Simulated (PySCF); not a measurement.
# One molecule, several mistakes: AlH3NOSi cation

These are calculations, not measurements. The program is PySCF 2.14.0, an open-source quantum chemistry code, run on an isolated molecule that a program drew, which may never have been made. The molecule is AlH3NOSi cation (charge +1, singlet), drawn as the SMILES string `[O]=[Al][NH][SiH2+]`.

Each row is a Hartree-Fock (HF) and frozen-core CCSD(T) single point in the cc-pV(D+d)Z basis, meant for a local HF minimum. Run 1 is clean. Each other run has one planted mistake out of seven kinds, and not every kind appears here: one electron removed, one electron added, multiplicity raised by two, geometry at a saddle point, minimal basis STO-3G, one bond length entered in bohr, all coordinates scaled. The reference is restricted for singlets and unrestricted otherwise, and also for a bond in bohr. Adding or removing an electron swaps singlet and doublet. Electrons count all cores. HOMO and LUMO are orbital energies over both spins, the gradient is its largest component, and the lowest frequency (negative if imaginary) is given only where the gradient is small. Bond lengths are over the 6 bonds as drawn. T1 is the CCSD diagnostic: over 0.02 (restricted) or 0.045 (unrestricted) a single reference is doubtful.

Geometry of the clean run:
```xyz
7
AlH3NOSi cation, angstrom
O     0.5636    1.2683    2.7230
Al    0.4020    0.3044    1.5016
N     0.1341   -0.6481   -0.0512
Si   -0.4287   -0.2200   -1.5365
H     0.3825   -1.6298    0.0241
H    -0.5264   -1.2270   -2.5858
H    -0.8120    1.1712   -1.7434
```

```
run  electrons  basis functions  <S^2>  HOMO (eV)  LUMO (eV)  gradient (hartree/bohr)  lowest frequency (cm^-1)  mean bond (Å)  longest bond (Å)      T1  HF (hartree)  CCSD(T) (hartree)               mistake
  1         44               89  0.000     -14.91      -5.29                  2.0e-05                        83         1.4969             1.841  0.0311    -661.65009         -662.19630              no fault
  2         45               89  0.768      -6.76       0.75                  8.5e-02                         -         1.4969             1.841  0.0260    -661.87071         -662.42208    one electron added
  3         43               89  0.756     -24.17     -10.44                  1.0e-01                         -         1.4969             1.841  0.0172    -661.21787         -661.68441  one electron removed
  4         44               89  0.693     -14.72      -6.01                  3.1e-02                         -         1.6475             1.919  0.0705    -661.50654         -662.05690                     ?
  5         44               89  0.000     -14.84      -5.31                  1.5e-02                         -         1.5164             1.865  0.0320    -661.64873         -662.19887                     ?
```

**Which mistake was planted in run 4, and what did it cost?**

The mean bond changes by a factor of 1.101 and the longest by 1.042, so the molecule wasn't scaled as a whole. A length L in bohr read as angstrom grows by (1/0.5292 - 1) L = 0.890 L. The 6 bonds together grew by 6 x 0.1506 = 0.904 Å, which gives L = 1.016 Å. That is bond N3-H5, 1.015 Å in the clean geometry. So the mistake is: one bond length entered in bohr. Subtracting run 1 and multiplying by 627.51 kcal/mol a hartree, the energy moved by 90.1 kcal/mol in HF and 87.5 kcal/mol in CCSD(T).

**Which mistake was planted in run 5, and what did it cost?**

The mean and the longest bond both change by the same factor, 1.013, and the gradient is no longer small. So the mistake is: all coordinates scaled. Subtracting run 1 and multiplying by 627.51 kcal/mol a hartree, the energy moved by 0.9 kcal/mol in HF and -1.6 kcal/mol in CCSD(T).

Cautions from the logs. Run 1: T1 is over the limit, so its CCSD(T) energy is less reliable; run 4: T1 is over the limit, so its CCSD(T) energy is less reliable; run 5: T1 is over the limit, so its CCSD(T) energy is less reliable.
